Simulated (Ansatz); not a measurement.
`[BH2][GaH][OH]` + CH₄ → `[BH2][GaH][CH3]` + H₂O at 298.15 K and 1 bar (formal exchange of groups at a Ga–O bond).

Computed with Ansatz on PBE0-D4/def2-TZVP structures; ΔE is electronic, products minus reactants. CCSD(T)/CBS is the MP2 limit (def2-TZVPP, def2-QZVPP) plus CCSD(T) − MP2 in def2-TZVPP, frozen cores. This one scheme is used for every species. For Ga outer-core shells are correlated without core-valence functions, which leaves a few kJ/mol of doubt a bond. Scalar relativity is left out up to krypton. One conformer a species, not always the lowest.

| species | CCSD(T)/CBS energy (Eh) | H − E (kJ/mol) | S (J/(mol·K)) |
| --- | --- | --- | --- |
| `[BH2][GaH][OH]` | -2026.29567 | 121.6 | 306.7 |
| CH₄ | -40.46206 | 127.4 | 186.2 |
| `[BH2][GaH][CH3]` | -1990.34786 | 180.2 | 327.1 |
| H₂O | -76.37941 | 66.4 | 188.7 |

H − E and S are ideal-gas, rigid-rotor, harmonic terms from PBE0-D4/def2-TZVP, for one conformer and one mirror image of each species. 1 Eh = 2625.50 kJ/mol, R = 8.31446 J/(mol·K).

Task: By hand: ΔE, ΔH, ΔS and ΔG.

Result: ΔE = (-1990.34786) + (-76.37941) − (-2026.29567) − (-40.46206) = 0.03046 Eh = 80.0 kJ/mol. Δ(H − E) = 180.2 + 66.4 − 121.6 − 127.4 = -2.4, so ΔH = 77.6 kJ/mol. ΔS = 327.1 + 188.7 − 306.7 − 186.2 = 22.9 J/(mol·K). ΔG = 77.6 − 298.15 × (22.9)/1000 = 70.8 kJ/mol.

Task: By hand: the equilibrium constant, and the temperature at which ΔG would vanish if ΔH and ΔS stayed fixed.

Result: log₁₀ K = −ΔG/(RT ln 10) = -12.4. ΔG = 0 at ΔH/ΔS = 3389 K, far beyond where these terms or the molecules hold.

ΔH outweighs TΔS. A doubt of 5 kJ/mol in ΔE shifts log₁₀ K by 0.9 here. Other conformers and mirror images would add mixing entropy, several J/(mol·K) or more a flexible species. Modes under 60 cm⁻¹, often nearly free rotors, make the harmonic entropy too high. These are equilibria of isolated gas molecules and say nothing of rates. Largest T1 diagnostic: 0.015 (customary marks: 0.02 for closed shells, 0.045 for open ones).
